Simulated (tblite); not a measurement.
A geometry optimisation, step by step.

C4H8F3Ge (doublet state).
Atom-mapped SMILES: `[F:1][CH2:2][CH:3][CH2:4][GeH2:5][CH:6]([F:7])[F:8]` (hydrogens: H9, H10 on C2; H11 on C3; H12, H13 on C4; H14, H15 on Ge5; H16 on C6)

Computed with GFN2-xTB (tblite), gas phase: L-BFGS steps from a force-field or distance-geometry start until the largest atomic force falls under 0.01 eV/Å. 9 of its 213 geometries are shown.

Step 0: E = -779.1407 eV, largest atomic force 3.590 eV/Å
```
atom  x, y, z in Å  |  force x, y, z in eV/Å
F1     -3.795    0.515    0.703    0.045   0.364  -0.416
C2     -2.665    0.570   -0.058    0.957  -1.705   0.158
C3     -1.527   -0.283    0.562    0.719   3.412  -0.855
C4     -0.371   -0.085   -0.426   -0.898  -0.223   0.678
Ge5     1.203   -1.072    0.130   -0.095  -1.804  -0.227
C6      2.667    0.209    0.078    0.481   0.300   0.720
F7      2.349    1.109   -0.924    0.854  -0.369   0.617
F8      3.858   -0.454   -0.192   -0.809   1.099   0.091
H9     -2.244    1.590   -0.130   -0.712  -0.015   0.224
H10    -2.829    0.189   -1.095   -0.533   0.270   0.653
H11    -1.212    0.222    1.513   -0.545  -1.245  -0.252
H12    -0.695   -0.421   -1.416    0.170   0.317   0.030
H13    -0.133    1.009   -0.426   -0.071  -0.753  -0.267
H14     1.118   -1.686    1.534    0.033   0.147  -0.467
H15     1.535   -2.148   -0.945   -0.104   0.344   0.616
H16     2.733    0.747    1.082    0.508  -0.139  -1.302
```

Step 26: E = -780.1269 eV, largest atomic force 0.134 eV/Å
```
atom  x, y, z in Å  |  force x, y, z in eV/Å
F1     -3.780    0.426    0.878    0.095  -0.031  -0.090
C2     -2.769    0.619   -0.035    0.043   0.046  -0.018
C3     -1.487    0.057    0.440   -0.007  -0.048  -0.013
C4     -0.336   -0.023   -0.477   -0.009  -0.016  -0.011
Ge5     1.222   -1.118    0.133   -0.096   0.028  -0.019
C6      2.756    0.177    0.143    0.034   0.016  -0.027
F7      2.559    1.057   -0.882    0.055   0.027  -0.044
F8      3.922   -0.463   -0.122    0.052  -0.017   0.007
H9     -2.699    1.717   -0.176   -0.062  -0.062  -0.021
H10    -3.096    0.173   -0.989   -0.001   0.022   0.110
H11    -1.365   -0.066    1.502    0.033   0.005  -0.006
H12    -0.647   -0.398   -1.460   -0.071   0.041   0.040
H13     0.073    0.983   -0.677   -0.010  -0.044   0.025
H14     1.127   -1.716    1.510   -0.059   0.011  -0.048
H15     1.602   -2.193   -0.846   -0.013   0.013   0.054
H16     2.909    0.778    1.047    0.017   0.007   0.061
```

Step 53: E = -780.1576 eV, largest atomic force 0.090 eV/Å
```
atom  x, y, z in Å  |  force x, y, z in eV/Å
F1     -3.725    0.242    0.978    0.003  -0.017   0.021
C2     -2.801    0.536    0.007   -0.026  -0.006  -0.025
C3     -1.437    0.154    0.418   -0.005   0.007  -0.016
C4     -0.346    0.100   -0.566    0.042  -0.025   0.022
Ge5     1.181   -1.026    0.066   -0.041  -0.049  -0.016
C6      2.825    0.127    0.163    0.033   0.036   0.012
F7      2.829    0.994   -0.887   -0.008   0.015  -0.055
F8      3.940   -0.636    0.036    0.019  -0.043  -0.012
H9     -2.900    1.622   -0.180    0.021   0.007   0.026
H10    -3.117    0.013   -0.907   -0.019  -0.037  -0.019
H11    -1.235    0.032    1.468   -0.044   0.076   0.021
H12    -0.718   -0.265   -1.529    0.029   0.039   0.020
H13     0.069    1.101   -0.766    0.005  -0.016   0.004
H14     0.948   -1.544    1.462    0.008  -0.037  -0.081
H15     1.534   -2.168   -0.845   -0.019   0.004   0.043
H16     2.947    0.727    1.072    0.002   0.046   0.055
```

Step 80: E = -780.3013 eV, largest atomic force 0.108 eV/Å
```
atom  x, y, z in Å  |  force x, y, z in eV/Å
F1     -3.259   -0.412    1.238    0.057  -0.039   0.003
C2     -2.764    0.173    0.081   -0.086  -0.003  -0.017
C3     -1.438    0.778    0.305    0.087  -0.022   0.060
C4     -0.308    0.569   -0.569   -0.040   0.021  -0.061
Ge5     1.014   -0.959   -0.058   -0.001  -0.005   0.019
C6      2.821   -0.084    0.192   -0.077   0.001   0.014
F7      3.183    0.534   -0.965   -0.038   0.053  -0.026
F8      3.768   -1.026    0.427   -0.014  -0.056   0.051
H9     -3.521    0.932   -0.182    0.020   0.009  -0.026
H10    -2.761   -0.609   -0.689    0.092   0.032   0.045
H11    -1.306    1.338    1.216   -0.030  -0.031   0.017
H12    -0.623    0.333   -1.585    0.028   0.011  -0.035
H13     0.350    1.440   -0.574   -0.003  -0.009  -0.066
H14     0.689   -1.627    1.257    0.007  -0.020  -0.048
H15     1.265   -2.032   -1.102   -0.070   0.045   0.069
H16     2.883    0.660    0.997    0.067   0.014  -0.001
```

Step 106: E = -780.3372 eV, largest atomic force 0.072 eV/Å
```
atom  x, y, z in Å  |  force x, y, z in eV/Å
F1     -2.803   -0.627    1.356    0.026  -0.008  -0.067
C2     -2.623    0.025    0.136   -0.007   0.027   0.045
C3     -1.470    0.945    0.202   -0.045  -0.008   0.028
C4     -0.323    0.771   -0.664    0.003  -0.013  -0.009
Ge5     0.896   -0.795   -0.078    0.021  -0.007   0.039
C6      2.795   -0.172    0.254    0.052  -0.034  -0.012
F7      3.302    0.335   -0.903   -0.027   0.026   0.001
F8      3.559   -1.253    0.562   -0.059  -0.009  -0.004
H9     -3.576    0.548   -0.045    0.054  -0.015   0.017
H10    -2.481   -0.761   -0.615   -0.001   0.033   0.024
H11    -1.403    1.577    1.073    0.003  -0.018  -0.062
H12    -0.617    0.500   -1.679   -0.006   0.013   0.000
H13     0.311    1.657   -0.696    0.000  -0.005   0.019
H14     0.439   -1.463    1.195    0.009   0.020  -0.039
H15     1.024   -1.855   -1.150    0.013  -0.026   0.022
H16     2.962    0.575    1.040   -0.038   0.022  -0.001
```

Step 132: E = -780.4020 eV, largest atomic force 0.292 eV/Å
```
atom  x, y, z in Å  |  force x, y, z in eV/Å
F1     -2.073   -0.995    1.034   -0.002  -0.045  -0.103
C2     -2.513   -0.005    0.122   -0.269   0.107  -0.038
C3     -1.509    1.066    0.048   -0.007  -0.207  -0.186
C4     -0.299    0.816   -0.696    0.174  -0.038   0.058
Ge5     0.767   -0.831    0.012    0.123  -0.037  -0.121
C6      2.663   -0.185    0.278    0.101  -0.008  -0.121
F7      3.116    0.397   -0.872    0.015  -0.007   0.156
F8      3.481   -1.250    0.520   -0.128   0.113  -0.032
H9     -3.466    0.362    0.510   -0.053  -0.121   0.042
H10    -2.657   -0.537   -0.826    0.065   0.045   0.082
H11    -1.534    1.813    0.813    0.064   0.168   0.150
H12    -0.490    0.545   -1.739    0.010  -0.006   0.081
H13     0.387    1.663   -0.652    0.017  -0.057  -0.083
H14     0.430   -1.421    1.341   -0.098  -0.037   0.125
H15     0.878   -1.959   -1.004   -0.076   0.130   0.075
H16     2.812    0.531    1.099    0.064   0.002  -0.085
```

Step 159: E = -780.5109 eV, largest atomic force 0.092 eV/Å
```
atom  x, y, z in Å  |  force x, y, z in eV/Å
F1     -1.930   -1.272    0.108    0.009  -0.058   0.002
C2     -2.527    0.002    0.073    0.020  -0.011   0.011
C3     -1.477    1.036   -0.001   -0.044   0.002   0.014
C4     -0.270    0.729   -0.743   -0.024   0.013   0.004
Ge5     0.770   -0.785    0.169    0.024   0.005   0.039
C6      2.691   -0.149    0.308   -0.006  -0.016  -0.011
F7      3.049    0.491   -0.840    0.023  -0.008  -0.015
F8      3.514   -1.227    0.422    0.016   0.010   0.010
H9     -3.139    0.078    0.974   -0.014   0.023   0.034
H10    -3.180   -0.030   -0.808   -0.007   0.018  -0.090
H11    -1.474    1.821    0.735   -0.019   0.010   0.014
H12    -0.488    0.333   -1.737   -0.008   0.015   0.005
H13     0.395    1.585   -0.826    0.012   0.007  -0.015
H14     0.343   -1.041    1.589    0.001   0.001   0.028
H15     0.795   -2.092   -0.576   -0.003   0.014  -0.004
H16     2.923    0.530    1.141    0.020  -0.025  -0.026
```

Step 186: E = -780.5433 eV, largest atomic force 0.123 eV/Å
```
atom  x, y, z in Å  |  force x, y, z in eV/Å
F1     -1.893   -1.292    0.225   -0.028   0.042  -0.020
C2     -2.552   -0.059   -0.038   -0.079  -0.025   0.041
C3     -1.580    1.041    0.086   -0.027  -0.066   0.029
C4     -0.317    0.872   -0.600   -0.003   0.037   0.013
Ge5     0.781   -0.655    0.234    0.063  -0.059   0.075
C6      2.771   -0.215    0.189   -0.118  -0.029  -0.020
F7      3.169    0.167   -1.052   -0.018   0.001  -0.072
F8      3.411   -1.385    0.458    0.077  -0.073   0.007
H9     -3.374    0.002    0.681    0.049  -0.001  -0.048
H10    -2.945   -0.178   -1.057    0.044  -0.001   0.058
H11    -1.656    1.710    0.928    0.012  -0.041  -0.067
H12    -0.455    0.559   -1.637    0.028   0.005  -0.001
H13     0.303    1.762   -0.561    0.053   0.098  -0.018
H14     0.497   -0.864    1.698   -0.034   0.026   0.017
H15     0.677   -1.985   -0.460   -0.004   0.025  -0.035
H16     3.155    0.529    0.895   -0.016   0.064   0.040
```

Step 212: E = -780.5643 eV, largest atomic force 0.007 eV/Å
```
atom  x, y, z in Å  |  force x, y, z in eV/Å
F1     -1.912   -1.298    0.305   -0.002   0.000   0.000
C2     -2.521   -0.085   -0.132   -0.002   0.003   0.000
C3     -1.603    1.032    0.140   -0.005   0.003   0.004
C4     -0.265    0.950   -0.410   -0.003   0.003  -0.002
Ge5     0.764   -0.665    0.333   -0.002   0.006  -0.003
C6      2.733   -0.257    0.075   -0.002   0.001   0.001
F7      2.959   -0.037   -1.251   -0.001   0.001   0.005
F8      3.445   -1.369    0.406    0.001   0.000   0.000
H9     -3.466   -0.014    0.406    0.003   0.000  -0.002
H10    -2.692   -0.248   -1.202    0.002  -0.002   0.003
H11    -1.786    1.649    1.003   -0.001  -0.005  -0.004
H12    -0.271    0.767   -1.488    0.000  -0.001   0.001
H13     0.325    1.841   -0.199    0.006  -0.004   0.001
H14     0.544   -0.896    1.804    0.004   0.002   0.000
H15     0.563   -1.945   -0.425    0.001   0.000   0.000
H16     3.175    0.585    0.622    0.001  -0.005  -0.004
```

**Question.** Summarise the path.

**Answer.** The energy falls by 32.83 kcal/mol from step 0 to step 212; nine tenths of that is first reached at step 134. It rises by more than 0.2 meV at steps 65, 151 and 188. The largest force goes from 3.590 to 0.007 eV/Å. Among the bonds C4–Ge5 changes most, from 1.940 to 2.055 Å; the atoms move by 1.268 Å rms after alignment.

**Question.** Follow the three bonds and two angles with the largest change from start to end.

**Answer.** 
```json
{"step": "0", "E above end (kcal/mol)": "32.83", "largest force (eV/Å)": "3.590", "C4–Ge5 (Å)": "1.940", "C3–C4 (Å)": "1.533", "Ge5–C6 (Å)": "1.946", "C2–C3–C4 (°)": "102.9", "C4–C3–H11 (°)": "106.0"}
{"step": "9", "E above end (kcal/mol)": "11.85", "largest force (eV/Å)": "0.334", "C4–Ge5 (Å)": "1.990", "C3–C4 (Å)": "1.477", "Ge5–C6 (Å)": "2.030", "C2–C3–C4 (°)": "112.7", "C4–C3–H11 (°)": "120.6"}
{"step": "18", "E above end (kcal/mol)": "10.57", "largest force (eV/Å)": "0.118", "C4–Ge5 (Å)": "1.992", "C3–C4 (Å)": "1.470", "Ge5–C6 (Å)": "2.016", "C2–C3–C4 (°)": "117.0", "C4–C3–H11 (°)": "122.6"}
{"step": "28", "E above end (kcal/mol)": "10.00", "largest force (eV/Å)": "0.103", "C4–Ge5 (Å)": "1.997", "C3–C4 (Å)": "1.473", "Ge5–C6 (Å)": "2.013", "C2–C3–C4 (°)": "120.2", "C4–C3–H11 (°)": "120.8"}
{"step": "37", "E above end (kcal/mol)": "9.67", "largest force (eV/Å)": "0.089", "C4–Ge5 (Å)": "1.998", "C3–C4 (Å)": "1.472", "Ge5–C6 (Å)": "2.022", "C2–C3–C4 (°)": "120.4", "C4–C3–H11 (°)": "120.5"}
{"step": "46", "E above end (kcal/mol)": "9.54", "largest force (eV/Å)": "0.059", "C4–Ge5 (Å)": "1.995", "C3–C4 (Å)": "1.473", "Ge5–C6 (Å)": "2.017", "C2–C3–C4 (°)": "120.4", "C4–C3–H11 (°)": "120.9"}
{"step": "55", "E above end (kcal/mol)": "9.31", "largest force (eV/Å)": "0.107", "C4–Ge5 (Å)": "2.001", "C3–C4 (Å)": "1.470", "Ge5–C6 (Å)": "2.014", "C2–C3–C4 (°)": "120.8", "C4–C3–H11 (°)": "120.6"}
{"step": "65", "E above end (kcal/mol)": "8.27", "largest force (eV/Å)": "0.679", "C4–Ge5 (Å)": "2.045", "C3–C4 (Å)": "1.460", "Ge5–C6 (Å)": "2.029", "C2–C3–C4 (°)": "122.2", "C4–C3–H11 (°)": "120.4"}
{"step": "74", "E above end (kcal/mol)": "6.46", "largest force (eV/Å)": "0.193", "C4–Ge5 (Å)": "2.087", "C3–C4 (Å)": "1.447", "Ge5–C6 (Å)": "2.026", "C2–C3–C4 (°)": "123.5", "C4–C3–H11 (°)": "119.6"}
{"step": "83", "E above end (kcal/mol)": "5.89", "largest force (eV/Å)": "0.128", "C4–Ge5 (Å)": "2.086", "C3–C4 (Å)": "1.443", "Ge5–C6 (Å)": "2.017", "C2–C3–C4 (°)": "122.4", "C4–C3–H11 (°)": "120.2"}
{"step": "92", "E above end (kcal/mol)": "5.54", "largest force (eV/Å)": "0.074", "C4–Ge5 (Å)": "2.076", "C3–C4 (Å)": "1.447", "Ge5–C6 (Å)": "2.018", "C2–C3–C4 (°)": "121.5", "C4–C3–H11 (°)": "120.3"}
{"step": "101", "E above end (kcal/mol)": "5.34", "largest force (eV/Å)": "0.075", "C4–Ge5 (Å)": "2.076", "C3–C4 (Å)": "1.447", "Ge5–C6 (Å)": "2.022", "C2–C3–C4 (°)": "120.8", "C4–C3–H11 (°)": "120.0"}
{"step": "111", "E above end (kcal/mol)": "5.15", "largest force (eV/Å)": "0.098", "C4–Ge5 (Å)": "2.066", "C3–C4 (Å)": "1.448", "Ge5–C6 (Å)": "2.025", "C2–C3–C4 (°)": "120.7", "C4–C3–H11 (°)": "120.5"}
{"step": "120", "E above end (kcal/mol)": "4.88", "largest force (eV/Å)": "0.073", "C4–Ge5 (Å)": "2.054", "C3–C4 (Å)": "1.451", "Ge5–C6 (Å)": "2.020", "C2–C3–C4 (°)": "120.0", "C4–C3–H11 (°)": "120.1"}
{"step": "129", "E above end (kcal/mol)": "4.28", "largest force (eV/Å)": "0.209", "C4–Ge5 (Å)": "2.077", "C3–C4 (Å)": "1.450", "Ge5–C6 (Å)": "2.021", "C2–C3–C4 (°)": "119.4", "C4–C3–H11 (°)": "118.9"}
{"step": "138", "E above end (kcal/mol)": "2.68", "largest force (eV/Å)": "0.222", "C4–Ge5 (Å)": "2.063", "C3–C4 (Å)": "1.446", "Ge5–C6 (Å)": "2.029", "C2–C3–C4 (°)": "118.1", "C4–C3–H11 (°)": "118.9"}
{"step": "147", "E above end (kcal/mol)": "1.91", "largest force (eV/Å)": "0.127", "C4–Ge5 (Å)": "2.058", "C3–C4 (Å)": "1.448", "Ge5–C6 (Å)": "2.023", "C2–C3–C4 (°)": "117.1", "C4–C3–H11 (°)": "119.6"}
{"step": "157", "E above end (kcal/mol)": "1.28", "largest force (eV/Å)": "0.071", "C4–Ge5 (Å)": "2.056", "C3–C4 (Å)": "1.449", "Ge5–C6 (Å)": "2.028", "C2–C3–C4 (°)": "118.1", "C4–C3–H11 (°)": "119.6"}
{"step": "166", "E above end (kcal/mol)": "1.11", "largest force (eV/Å)": "0.064", "C4–Ge5 (Å)": "2.065", "C3–C4 (Å)": "1.447", "Ge5–C6 (Å)": "2.032", "C2–C3–C4 (°)": "117.7", "C4–C3–H11 (°)": "120.7"}
{"step": "175", "E above end (kcal/mol)": "0.97", "largest force (eV/Å)": "0.062", "C4–Ge5 (Å)": "2.061", "C3–C4 (Å)": "1.447", "Ge5–C6 (Å)": "2.033", "C2–C3–C4 (°)": "117.6", "C4–C3–H11 (°)": "120.6"}
{"step": "184", "E above end (kcal/mol)": "0.60", "largest force (eV/Å)": "0.140", "C4–Ge5 (Å)": "2.065", "C3–C4 (Å)": "1.447", "Ge5–C6 (Å)": "2.040", "C2–C3–C4 (°)": "117.0", "C4–C3–H11 (°)": "120.1"}
{"step": "194", "E above end (kcal/mol)": "0.27", "largest force (eV/Å)": "0.110", "C4–Ge5 (Å)": "2.068", "C3–C4 (Å)": "1.448", "Ge5–C6 (Å)": "2.027", "C2–C3–C4 (°)": "117.0", "C4–C3–H11 (°)": "119.6"}
{"step": "203", "E above end (kcal/mol)": "0.01", "largest force (eV/Å)": "0.036", "C4–Ge5 (Å)": "2.053", "C3–C4 (Å)": "1.449", "Ge5–C6 (Å)": "2.026", "C2–C3–C4 (°)": "117.8", "C4–C3–H11 (°)": "119.6"}
{"step": "212", "E above end (kcal/mol)": "0.00", "largest force (eV/Å)": "0.007", "C4–Ge5 (Å)": "2.055", "C3–C4 (Å)": "1.449", "Ge5–C6 (Å)": "2.028", "C2–C3–C4 (°)": "117.6", "C4–C3–H11 (°)": "119.6"}
```

The cost below is that of the whole relaxation. Hardware: Arm Neoverse V2, one thread, shared host with 96 logical CPUs at a one-minute load of 81. Cost: 1.3 s.
